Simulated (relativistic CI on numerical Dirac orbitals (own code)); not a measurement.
# Sensitivity of the levels of Cl¹³⁺ to α

Calculated at this level of theory: Dirac-Coulomb-Breit CI, KLI orbitals optimised for each configuration, derivatives by finite differences, unscaled Slater integrals, QED left out (own radial code, finite nucleus).

Configuration list (outside the closed core 1s2): 2s2, 2s.2p, 2p2, 2p.3s, 2p.3p, 2s.3s, 2s.3p, 2s.3d. Levels of other configurations are missing.

With x = (α/α₀)² − 1 an excitation energy changes as ω = ω₀ + qx; K = 2q/ω₀ is the relative enhancement. Terms are leading LS components, so labels can repeat.

Lowest level 2s2 1S_0.

```tsv
Level	ω₀ (cm⁻¹)	q (cm⁻¹)
2s.2p 3P°_0	215818	3531
2s.2p 3P°_1	221400	8793
2s.2p 3P°_2	234176	22030
2s.2p 1P°_1	434762	17490
2p2 3P_0	568391	19170
2p2 3P_1	575838	27860
2p2 3P_2	586309	37060
2p2 1D_2	648290	36270
2p2 1S_0	795813	35530
2s.3s 3S_1	3457715	15710
2s.3s 1S_0	3498766	16400
2s.3p 1P°_1	3560895	18410
2s.3p 3P°_0	3562448	16970
2s.3p 3P°_1	3565571	21490
2s.3p 3P°_2	3567701	22250
2s.3d 3D_1	3617907	22120
2s.3d 3D_2	3618558	22760
2s.3d 3D_3	3619635	23820
2s.3d 1D_2	3661616	23120
2p.3s 3P°_0	3730972	20430
2p.3s 3P°_1	3735907	24150
2p.3s 3P°_2	3750366	39990
2p.3s 1P°_1	3786258	35470
```

At this charge energies of transitions that change n are usually good to better than 1 %, and those within a shell (Δn = 0) to a few per cent.

Problem. Which transition from the lowest level has the largest |K|?

Solution. 2s.2p 3P°_2 at 234176 cm⁻¹, K = 0.188.
